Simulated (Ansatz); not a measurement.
Cl2FGeH3OSi, SMILES `F[Si](Cl)(Cl)[O][GeH3]`. Charge 0, multiplicity 1. The geometry is a stationary point of PBE0-D4/def2-TZVP. It is one conformer, not always the lowest.

```xyz
9

F    -0.119    1.481   -2.435
Si   -0.355    1.157   -0.911
Cl   -2.357    1.124   -0.588
Cl    0.462    2.663    0.175
O     0.318   -0.244   -0.571
Ge    0.480   -1.343    0.835
H     1.148   -0.545    1.960
H    -0.932   -1.805    1.213
H     1.356   -2.487    0.323
```

(1) What is the dipole moment at PBE/def2-TZVPP? (Best estimate.)

(2) And with r2SCAN, B3LYP, ωB97M-V? (Estimate.)

(3) Give the Mulliken charges with PBE, B3LYP, ωB97M-V in def2-TZVPP. (An estimate is asked.)

## Answers

(1) The calculation gave: 2.86 D, with components (0.55, -2.06, 1.91) D in this frame, pointing from negative to positive charge.

(2) Computed: r2SCAN 2.92 D, B3LYP 2.97 D, ωB97M-V 2.98 D.

(3) The calculation gave: 
| atom | PBE | B3LYP | ωB97M-V |
| --- | --- | --- | --- |
| F1 | -0.24 | -0.28 | -0.27 |
| Si2 | 0.67 | 0.80 | 0.73 |
| Cl3 | -0.19 | -0.22 | -0.18 |
| Cl4 | -0.19 | -0.22 | -0.18 |
| O5 | -0.36 | -0.43 | -0.44 |
| Ge6 | 0.28 | 0.31 | 0.25 |
| H7 | 0.01 | 0.01 | 0.03 |
| H8 | 0.01 | 0.01 | 0.03 |
| H9 | 0.01 | 0.01 | 0.03 |

B3LYP here is the variant with VWN-RPA as its local correlation; programs differ in this.
